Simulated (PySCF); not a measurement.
C6H4N4O, SMILES c1cnc(-c2nnco2)nc1. The structure is a stationary point at PBE-D3(BJ)/def2-SVP. The values are those of a single conformer.

Computed equilibrium geometry at PBE-D3(BJ)/def2-SVP (PySCF confirms it by a frequency run) as Cartesian coordinates in Å, and its point group (one conformer of several):
point group Cs.
```xyz
15

C      0.0588    -3.1466     0.0000
C     -1.1626    -2.4526     0.0000
N     -1.2290    -1.1166     0.0000
C     -0.0491    -0.4678     0.0000
C     -0.1119     1.0032     0.0000
N     -1.1682     1.7829     0.0000
N     -0.6950     3.0835     0.0000
C      0.6081     2.9952     0.0000
O      1.0570     1.7164     0.0000
N      1.1797    -1.0209     0.0000
C      1.2204    -2.3599     0.0000
H      0.1020    -4.2452     0.0000
H     -2.1253    -2.9949     0.0000
H      1.3487     3.8027     0.0000
H      2.2231    -2.8240     0.0000
```
